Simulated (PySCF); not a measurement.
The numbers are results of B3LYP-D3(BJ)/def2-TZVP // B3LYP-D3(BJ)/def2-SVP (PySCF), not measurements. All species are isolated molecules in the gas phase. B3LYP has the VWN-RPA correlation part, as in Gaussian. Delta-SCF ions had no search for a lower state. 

Reference species: [Al(H)3(NH3)] (neutral, multiplicity 1).

| Property | Result |
|---|---|
| vertical ionisation energy (Delta-SCF) | 9.89 eV |
| dipole moment | 5.46 D |
| S1 oscillator strength | 0.003 |

Changed species: [Al(H)3(CO)] (adduct with CO; the reference has adduct with NH3).

### Question
What does the change do to the vertical ionisation energy (Delta-SCF), dipole moment and S1 oscillator strength?

### Answer
the vertical ionisation energy (Delta-SCF) goes up by 0.79 eV, to 10.68 eV; the dipole moment falls by 3.51 D, to 1.95 D; the S1 oscillator strength stays essentially unchanged.
